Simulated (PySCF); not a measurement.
Bonding in [RuO3N]-

Compound: [RuO3N]- (charge -1 and singlet state).
Z-matrix (Å and degrees, PBE0-D3(BJ)/def2-SVP geometry), rows numbered from 1:
```
Ru
O   1  1.7141
O   1  1.7134  2  110.31
O   1  1.7141  2  110.38  3  -122.28
N   1  1.6372  2  108.70  3   118.79
```

Bond orders from the PBE0/pcSseg-1 (def2-TZVP on Ru) density (PySCF). Geometry: PBE0-D3(BJ)/def2-SVP; no solvent, vibrations or thermal averaging. Atoms past krypton carry effective core potentials; spin–orbit coupling is left out. The pcSseg-1 basis has no diffuse functions, a weakness for an anion.

Set the Mayer orders of the bonds beside their lengths.

```tsv
bond	length (Å)	Mayer order
Ru1–O2	1.714	1.359
Ru1–O3	1.713	1.359
Ru1–O4	1.714	1.359
Ru1–N5	1.637	2.055
```

Sum the orders of all bonds at each heavy atom with more than one neighbour.

Ru1 6.132. Orders between atoms that aren't bonded are not in these sums.

Mayer orders depend on the basis set.

The run behind these numbers computed NMR shieldings as well. The run took 5.6 s on Arm Neoverse V2, one thread, shared host.
